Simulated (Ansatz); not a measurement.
A nudged elastic band was laid between two geometries of ClH3Sn + FH (7 atoms, charge 0, multiplicity 1).

The calculation used RKS PBE/def2-SVP in Ansatz 0.2.0.

* movable images: 5
* climbing image: yes
* spring: 5.0 eV/Å²
* optimiser: quadratic models (default)
* start path: through a guess of the saddle point
* force threshold: 0.03 eV/Å
* iteration limit: 60
* end points: relaxed

Initial state:

```xyz
7
Properties=species:S:1:pos:R:3
Sn -0.013 -0.345 0.060
H -0.202 -0.734 1.722
H 1.599 -0.170 -0.502
Cl -1.100 1.793 -0.278
H -0.952 -1.377 -0.960
F 1.171 1.974 1.581
H 0.426 2.293 1.083
```

Final state:

```xyz
7
Properties=species:S:1:pos:R:3
Sn 0.254 0.357 -0.789
H -0.132 0.217 3.606
H 1.709 0.102 -1.669
Cl -1.083 1.916 -1.951
H -0.737 -0.966 -0.312
F 0.793 1.267 0.866
H 0.123 0.541 2.955
```

(1) Which bonds break or form, and what moves?

(2) What energy profile does the band end with?

(3) What is the geometry of the highest image?

(4) What are the harmonic wavenumbers there?

Results:

(1) Bonds broken: Sn1–H2, F6–H7. Bonds formed: Sn1–F6, H2–H7. ClH3Sn + FH becomes ClFH2Sn + H2.

(2) The run converged. The highest image is number 3 of 0 to 6, 105.1 kJ/mol above the first end and 114.4 kJ/mol above the last; the last end lies 9.3 kJ/mol below the first. A vibrational analysis at the climbing image gives one clearly imaginary mode, 778i cm⁻¹: a first-order saddle point. The orbitals stay closed-shell, which can raise the energy where a bond breaks towards radicals; this wasn't checked here.

```
image  path coordinate (Å)  energy (kJ/mol)  Sn1–H2 (Å)  F6–H7 (Å)  Sn1–F6 (Å)
    0                 0.00              0.0        1.72       0.95        3.02
    1                 1.23             17.6        1.72       0.94        3.26
    2                 2.47             44.2        1.76       0.94        3.06
    3                 3.71            105.1        2.01       1.14        2.24
    4                 5.06             -5.4        3.03       2.15        1.97
    5                 6.41             -8.9        4.03       2.32        1.96
    6                 7.76             -9.3        4.41       2.31        1.96
```

(3) 
```xyz
7
Properties=species:S:1:pos:R:3
Sn 0.066 0.236 -0.118
H 0.694 -0.308 1.714
H 1.608 -0.045 -0.822
Cl -0.839 1.992 -1.457
H -1.227 -0.897 -0.070
F 0.133 1.737 1.543
H 0.492 0.719 1.916
```

(4) 778i, 92, 161, 348, 423, 485, 598, 651, 819, 1020, 1130, 1637, 1694, 1861, 1905 cm⁻¹.

Time of the run: 4.1 min on 1 thread of Arm Neoverse V2 (shared host), peak memory 0.14 GiB.
